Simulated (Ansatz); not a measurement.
```xyz
9

Si   -1.591    0.711    0.573
O    -0.184    0.454   -0.218
In    1.253   -0.882   -0.218
S     3.069   -0.588   -1.678
Cl    1.019   -2.650    1.244
H    -1.490    1.945    1.398
H    -2.691    0.884   -0.414
H    -1.931   -0.430    1.469
H     2.545    0.555   -2.158
```

Total charge 0; spin multiplicity 1. In: def2 effective core potential.

Question: List the PBE0/def2-TZVPP orbital energies in eV (Ansatz 0.2.0). (An estimate is asked.)

Answer: Computed: Occupied: -2767.38, -2423.18, -1802.78, -522.57, -259.19, -218.50, -197.47, -197.35, -197.33, -162.31, -162.26, -162.14, -145.03, -129.61, -99.72, -99.68, -99.68, -86.10, -85.87, -85.81, -27.17, -23.55, -22.92, -22.62, -22.58, -22.41, -21.62, -20.43, -14.93, -12.77, -11.98, -10.97, -10.71, -10.56, -9.65, -9.45, -9.10, -8.68, -8.64, -8.21. Lowest empty: -2.33, -1.30, 0.02, 0.34, 0.81, 1.55, 1.63, 1.89.
